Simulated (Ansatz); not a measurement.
```yaml
crystal:
  periodic: [false, false, false]
  atoms:
    - {symbol: F, position_ang: [7.715044, 1.113793, -1.465041]}
    - {symbol: C, position_ang: [7.784506, 0.900043, -0.173559]}
    - {symbol: F, position_ang: [7.390604, 2.183823, 0.167225]}
    - {symbol: F, position_ang: [9.245718, 0.894099, 0.156403]}
    - {symbol: O, position_ang: [7.259904, -0.227079, 0.400329]}
    - {symbol: C, position_ang: [5.934418, -0.525384, 0.315351]}
    - {symbol: C, position_ang: [5.688721, -1.536875, 0.981618]}
    - {symbol: C, position_ang: [4.262138, -2.086194, 0.766565]}
    - {symbol: C, position_ang: [3.322665, -1.352836, 0.203578]}
    - {symbol: O, position_ang: [2.063350, -1.761121, 0.163442]}
    - {symbol: C, position_ang: [0.825520, -0.948879, 0.090831]}
    - {symbol: C, position_ang: [-0.088634, -1.275457, -0.882644]}
    - {symbol: C, position_ang: [-1.255355, -0.600106, -0.874730]}
    - {symbol: C, position_ang: [-1.346925, 0.547639, -0.161218]}
    - {symbol: O, position_ang: [-2.372594, 1.561785, -0.121717]}
    - {symbol: C, position_ang: [-3.675627, 0.917915, -0.184504]}
    - {symbol: C, position_ang: [-4.027194, -0.068940, 0.572621]}
    - {symbol: C, position_ang: [-5.436075, -0.593954, 0.402210]}
    - {symbol: C, position_ang: [-6.460005, 0.333234, -0.051952]}
    - {symbol: C, position_ang: [-7.897225, -0.082746, 0.024688]}
    - {symbol: F, position_ang: [-7.863554, -1.452844, 0.200389]}
    - {symbol: F, position_ang: [-8.452518, 0.425289, 1.005950]}
    - {symbol: F, position_ang: [-8.630632, 0.174193, -1.129677]}
    - {symbol: C, position_ang: [-5.908247, 1.285084, -0.721953]}
    - {symbol: C, position_ang: [-4.666601, 1.887263, -0.779034]}
    - {symbol: C, position_ang: [-0.140777, 1.066357, 0.797530]}
    - {symbol: C, position_ang: [0.868909, 0.196091, 0.802106]}
    - {symbol: C, position_ang: [3.739833, -0.021711, -0.538953]}
    - {symbol: C, position_ang: [4.991835, 0.246175, -0.523204]}
    - {symbol: H, position_ang: [6.337539, -2.197297, 1.390081]}
    - {symbol: H, position_ang: [3.840142, -3.042593, 1.245191]}
    - {symbol: H, position_ang: [-0.091048, -1.996423, -1.531673]}
    - {symbol: H, position_ang: [-2.118255, -0.757362, -1.671139]}
    - {symbol: H, position_ang: [-3.321744, -0.778672, 1.003317]}
    - {symbol: H, position_ang: [-5.678549, -1.625108, 1.004606]}
    - {symbol: H, position_ang: [-6.775066, 2.074231, -1.173910]}
    - {symbol: H, position_ang: [-4.398390, 2.909667, -1.142806]}
    - {symbol: H, position_ang: [-0.567741, 1.919219, 1.272840]}
    - {symbol: H, position_ang: [1.750245, 0.458184, 1.527466]}
    - {symbol: H, position_ang: [2.842607, 0.509225, -1.036465]}
    - {symbol: H, position_ang: [5.299300, 1.198798, -0.901971]}
basis:
  gaussian: {orbitals: ANO-RCC-VTZP, fitting: {mean_field: def2-universal-jkfit}}
total_charge: -1
magnetization: {spin_polarized: true, initial_magnetization: 1}
hamiltonian: {xc: {name: RPBE}, dispersion: d4}
output: {forces: true}
```

```sh
$ ansatz run in.yaml --threads 2 --pin off --events-out ev --progress --plain --max-ram 32768MiB --backend cuda --devices 0, --max-vram 18GiB
```

Output, abridged:

```
Functional definition: RPBE
2409 factors; integrals over basis functions are off by at most 5.1e-1 eV
mean field evaluation 1: about -43375.2346 eV, gradient 9.3e1 eV
mean field evaluation 2: about -42978.4798 eV, gradient 2.4e2 eV
mean field evaluation 4: about -43406.8000 eV, gradient 4.1e1 eV
mean field evaluation 8: about -43413.9880 eV, gradient 7.3e0 eV
mean field evaluation 16: about -43414.3866 eV, gradient 1.6e-1 eV
mean field evaluation 32: about -43414.3868 eV, gradient 5.8e-5 eV
mean field evaluation 64: about -43414.2374 eV, gradient 6.2e-1 eV
mean field -43414.38683060 eV, -1595.4492886963 hartree, gradient 1.8e-5 eV, S^2 0.753910; 8 other end points of the search recorded, 0 dependent functions left out
reference -43414.38700807 eV, -1595.4492952183 hartree; 106, 105 occupied and 932, 933 virtual orbitals, 2409 factors
Total energy: -43419.76540734 eV, -1595.6469477459 hartree
Relativity: scalar
Atom 0 force     0.117166    -2.289505    -2.772275 eV/Å
Atom 1 force     2.665779     1.301635     1.271609 eV/Å
Atom 2 force    -0.690092    -0.324383     2.645729 eV/Å
Atom 3 force    -2.463856    -0.477054    -0.320174 eV/Å
Atom 4 force     3.645384     3.468326    -1.204448 eV/Å
Atom 5 force    -0.274958     6.679357    -4.836796 eV/Å
Atom 6 force    -7.814446    -7.135508     1.734892 eV/Å
Atom 7 force     2.429650    -2.056816     2.909367 eV/Å
Atom 8 force    -0.495396     5.117026    -2.913171 eV/Å
Atom 9 force    -2.709565    -1.333297    -0.284753 eV/Å
Atom 10 force     4.075330    -1.912068    -1.260497 eV/Å
Atom 11 force     0.765953     1.803424     3.310417 eV/Å
Atom 12 force    -4.508165     2.237011    -2.377331 eV/Å
Atom 13 force     2.041159     4.410451     3.455334 eV/Å
Atom 14 force     0.201902    -3.305171    -0.614427 eV/Å
Atom 15 force     1.196903     7.988137    -2.192251 eV/Å
Atom 16 force    -3.565081    -5.554531     0.851866 eV/Å
Atom 17 force     1.031807    -1.576653     3.244029 eV/Å
Atom 18 force     0.866027    -5.893696     1.728874 eV/Å
Atom 19 force     4.281818    -2.047043    -4.273174 eV/Å
Atom 20 force    -1.184655    -0.642772    -0.170239 eV/Å
Atom 21 force    -3.635274     2.438345     4.574635 eV/Å
Atom 22 force    -0.185773    -0.030759     0.250181 eV/Å
Atom 23 force    -3.093268     9.368366    -4.189979 eV/Å
Atom 24 force     2.069431    -2.705897     0.641951 eV/Å
Atom 25 force    -6.048441    -1.272188    -3.848644 eV/Å
Atom 26 force     3.076902     1.786367     3.742260 eV/Å
Atom 27 force    -7.547457    -3.976309     1.010192 eV/Å
Atom 28 force     5.407659     1.321347     1.210587 eV/Å
Atom 29 force     2.245086    -1.588145     1.533561 eV/Å
Atom 30 force     1.170049     1.191553    -0.398890 eV/Å
Atom 31 force     1.061412    -4.555403    -3.384627 eV/Å
Atom 32 force     1.687119    -0.140077     1.594488 eV/Å
Atom 33 force     0.105098     0.258452     0.172356 eV/Å
Atom 34 force     0.505486     2.599037    -1.426564 eV/Å
Atom 35 force     1.790439    -1.687067     0.745471 eV/Å
Atom 36 force    -0.291778    -1.187413     0.110278 eV/Å
Atom 37 force     0.867348     0.745047     0.917887 eV/Å
Atom 38 force    -1.185455    -0.925056    -1.372697 eV/Å
Atom 39 force     1.802561    -0.540328     0.675904 eV/Å
Atom 40 force     0.586190     0.443262    -0.490933 eV/Å
Dipole moment:     0.995931    -0.080916     0.060211 e Å
```

Hardware: 2 threads of AMD EPYC 7R13 on a shared host and a share (18 GiB) of an NVIDIA H100 80GB HBM3. Wall time 2.3 min, peak host memory 2.8 GiB.

DK, ANO-RCC and x2c sets are all-electron and run with scalar relativity unless a key says otherwise. The highest occupied level of an anion often lies above zero with these methods, and sets without diffuse functions describe the outer electron poorly.

The dipole of an ion depends on the origin.
